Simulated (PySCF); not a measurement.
## Nonlinear optical response: `FC=C=C(F)[SiH3]`, C$_{3}$H$_{4}$F$_{2}$Si

Geometry:
```tsv
atom	x (Å)	y (Å)	z (Å)
F1	2.910	0.480	1.239
C2	2.013	0.884	0.333
C3	1.011	0.145	-0.040
C4	-0.065	-0.511	-0.364
F5	-0.057	-1.366	-1.414
Si6	-1.702	-0.392	0.556
H7	2.223	1.877	-0.048
H8	-1.564	0.671	1.577
H9	-2.776	-0.063	-0.414
H10	-1.997	-1.700	1.193
```

Computed, not measured: PySCF 2.14.0, quadratic response CAM-B3LYP/def2-TZVPD first hyperpolarisability, Taylor convention, gas phase. Geometry: PBE0-D3(BJ)/def2-TZVP.

Task: Give β for the processes computed.

Result: In au, Taylor convention; the vector part is βᵢ = ⅓ Σⱼ (βᵢⱼⱼ + βⱼᵢⱼ + βⱼⱼᵢ); β∥ is 3/5 of the vector part along the dipole, the dipole points from − to +:
```
                   process  λ (nm)  β vector norm     β∥  β HRS  depolarisation ratio
           static β(0;0,0)       ∞          188.9  -89.1   72.1                  6.98
second harmonic β(−2ω;ω,ω)    1907          194.4  -91.4   74.2                  6.97
         Pockels β(−ω;ω,0)    1907          190.7  -89.9      –                     –
second harmonic β(−2ω;ω,ω)    1064          207.5  -97.0   79.4                  6.93
         Pockels β(−ω;ω,0)    1064          194.8  -91.6      –                     –
```

Task: Which lowest excitations, dipole and polarisabilities go with it?

Result: S1 5.27 eV (f = 0.002); S2 5.65 eV (f = 0.002); S3 6.44 eV (f = 0.009); dipole 1.82 D; isotropic α 69.9 au static, 70.1 au at 1907 nm, 70.7 au at 1064 nm, 71.0 au at 953.5 nm, 73.5 au at 532 nm.
